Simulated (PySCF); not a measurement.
# Bond length, frequency and bond energy of PbN⁺ by level of theory

State: ³Σ⁻ (triplet), unpaired electrons π ↑↑. Set-up: PySCF, scalar-relativistic core potentials, basis sets Pb aug-cc-pVDZ-PP with ECP60, N aug-cc-pVDZ. De refers to Pb⁺ + N in their high-spin ground configurations, without counterpoise correction. The functionals are run spin-unrestricted. A positive dipole points towards N; it is taken about the centre of mass and depends on that origin.

| Level | Re (Å) | ωe (cm⁻¹) | De (eV) | μ (D) | CPU s a point (SCF and correlation, without the integrals) |
| --- | --- | --- | --- | --- | --- |
| ROHF | 2.211 | 535 | n/a | -2.45 | 0.19 |
| ROHF-MP2 | 2.233 | 508 | n/a | n/a | 0.34 |
| ROHF-SCS-MP2 | 2.244 | 493 | n/a | n/a | n/a |
| LDA | 2.233 | 500 | n/a | -1.48 | 0.51 |
| PBE | 2.265 | 480 | n/a | -1.69 | 0.84 |
| BLYP | 2.284 | 466 | n/a | -1.72 | 0.55 |
| r²SCAN | 2.249 | 484 | n/a | -1.81 | 0.99 |
| PBE0 | 2.235 | 500 | n/a | -1.95 | 1.3 |
| r²SCAN0 | 2.231 | 491 | n/a | -1.98 | 1.2 |
| LC-ωPBE | 2.201 | 534 | n/a | -2.13 | 1.1 |

What does the gradient correction do here, going from LDA to PBE?

PBE less LDA: +3.2 pm in Re, -4.0 % in ωe. The gradient correction favours the more uneven density of free atoms, so it tends to lengthen bonds and takes away much of the overbinding of LDA; so it does here.

Correlated steps freeze 5 core orbitals. Spin–orbit coupling is left out, which matters for elements this heavy, above all for dissociation energies. The state is the lowest determinant that a PBE0 search found; another state may lie lower at other levels.

The whole job (state search and all levels along the bond) took about 2.7 min on 1 thread of Intel Xeon Platinum 8488C (shared host), peak memory 0.79 GiB.
